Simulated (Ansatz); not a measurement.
Reaction (formal hydrolysis of a C–O bond): `CO/C=[N]/[GaH2]` + H₂O → `O/C=[N]/[GaH2]` + CH₃OH

Program: Ansatz. Geometries: PBE0-D4/def2-TZVP. ΔE: electronic, gas phase. CCSD(T)/CBS is the MP2 limit (def2-TZVPP, def2-QZVPP) plus CCSD(T) − MP2 in def2-TZVPP, frozen cores. This one scheme is used for every species. Double bonds are as drawn, so ΔE can hold a change between cis and trans. Functionals use def2-TZVPP. For Ga outer-core shells are correlated without core-valence functions, which leaves a few kJ/mol of doubt a bond. Scalar relativity is left out up to krypton. One conformer a species, not always the lowest.

`CO/C=[N]/[GaH2]`:

```xyz
11

C    -0.972    1.639    0.363
O    -0.481    1.352   -0.936
C     0.176    0.187   -1.066
N     0.377   -0.631   -0.150
Ga    1.073   -2.204    0.414
H    -1.469    2.604    0.290
H    -1.677    0.871    0.689
H    -0.153    1.687    1.085
H     0.497    0.093   -2.109
H     0.119   -3.439    0.399
H     2.511   -2.158    1.021
```

H₂O:

```xyz
3

O     0.184    0.176    0.295
H     0.203    0.419   -0.633
H    -0.386   -0.595    0.339
```

`O/C=[N]/[GaH2]`:

Z-matrix (Å, degrees):
```
C
N 1 1.243
O 1 1.348 2 124.3
H 1 1.095 2 126.9 3 180.0
Ga 2 1.814 1 149.1 3 179.8
H 3 0.968 1 106.6 2 0.0
H 5 1.560 2 116.6 1 -93.0
H 5 1.560 2 116.6 1 93.8
```

CH₃OH:

Z-matrix (Å, degrees):
```
C
O 1 1.409
H 1 1.097 2 112.4
H 1 1.090 2 107.0 3 -118.5
H 1 1.097 2 112.4 3 123.0
H 2 0.959 1 108.5 3 -61.6
```

Q: Is it downhill or uphill in electronic energy at CCSD(T)/CBS, and by how much? (Best estimate.)

A: Computed: Uphill: ΔE = +18.0 kJ/mol.

Q: What do these levels give: ωB97X-V, MP2/def2-SVP, HF/def2-TZVPP, MP2/def2-TZVPP, SCS-MP2/def2-QZVPP, CCSD/CBS(def2)? (Estimate.)

A: Ansatz gave: ωB97X-V 12.1, MP2/def2-SVP 11.2, HF/def2-TZVPP 4.9, MP2/def2-TZVPP 18.8, SCS-MP2/def2-QZVPP 16.4, CCSD/CBS(def2) 15.8 kJ/mol.

Largest T1 diagnostic among the species: 0.016.

At CCSD(T), def2-SVP lies −7.8 kJ/mol from the extrapolated value and def2-TZVPP −1.6 kJ/mol. The D4 term adds +6.2 kJ/mol with B3LYP and +3.6 kJ/mol with PBE0; it sums over pairs of atoms, weighted by their polarisabilities, and B3LYP, whose exchange is more repulsive, gets the larger term. Leaving LDA and LC-ωPBE aside and taking each functional with its dispersion term where it has one, the values, not all of them listed here, spread over 2.8 kJ/mol, from B2PLYP to revPBE-D4. LDA lies +6.8 kJ/mol from PBE without D4.

B3LYP here is the variant with VWN-RPA as its local correlation; programs differ in this.
